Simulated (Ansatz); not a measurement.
This geometry of ClH$_{5}$O$_{3}$SZr (11 atoms, charge 0, multiplicity 1) is a first-order saddle point.

Method: RKS B3LYP-D4/def2-SVP in Ansatz.

```xyz
11
Properties=species:S:1:pos:R:3
Zr 0.104 0.241 -0.007
Cl 1.476 -0.835 2.316
O 1.726 -0.320 -0.895
H 2.461 -0.940 -0.853
O -0.688 1.383 -1.325
H -1.248 1.896 -1.909
O -1.248 -1.062 0.400
H -1.641 -1.902 0.646
S 0.347 2.097 1.883
H 1.475 2.608 1.330
H 1.095 0.591 2.422
```

Problem. Which two structures does it join? (They come from a converged band through this point; their orientation in space is the band's.)

Solution. Bonds broken: Zr1–Cl2, S9–H11. Bonds formed: Cl2–H11. ClH5O3SZr becomes ClH + H4O3SZr.

Initial state:

```xyz
11
Properties=species:S:1:pos:R:3
Zr -0.023 -0.123 0.262
Cl -0.118 -0.347 2.678
O 1.738 -0.331 -0.563
H 2.179 -0.933 -1.170
O -1.132 1.285 -0.457
H -1.631 1.873 -1.026
O -0.895 -1.741 -0.288
H -1.475 -2.473 -0.506
S 1.584 2.346 1.112
H 2.606 1.638 1.644
H 1.023 2.562 2.324
```

Final state:

```xyz
11
Properties=species:S:1:pos:R:3
Zr -0.140 0.424 -0.202
Cl 2.340 -0.992 2.447
O 1.624 -0.210 -0.679
H 2.264 -0.749 -0.193
O -0.814 1.495 -1.649
H -1.234 1.944 -2.385
O -1.309 -0.971 0.402
H -1.834 -1.740 0.635
S 0.198 1.820 1.885
H 1.137 2.613 1.310
H 1.623 0.122 2.437
```

Problem. How far does it lie above each of them?

Solution. 0.85 eV above the first and 0.10 eV above the second. This is the barrier of this one path; another mechanism may lie lower. The orbitals stay closed-shell, which can raise the energy where a bond breaks towards radicals; this wasn't checked here.

Time of the run: 7.5 min on 4 threads of Arm Neoverse V2, on a shared host, peak memory 0.39 GiB.
